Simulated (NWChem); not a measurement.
SiSbH5; SMILES [SbH2][SiH3]

Computed with NWChem. All runs use the structure optimised with PBE0/def2-SVP. No frequency run checked for a minimum. def2 effective core potentials on Sb; no spin-orbit coupling. Ions are spin-unrestricted doublets at the neutral geometry; other ion states weren't tried.

For level CAM-B3LYP/def2-SVP:

−ε(HOMO) (eV): 8.38

### Question
How do the values read with level PBE/def2-SVP instead?

### Answer
The −ε(HOMO) (eV) is 6.25.
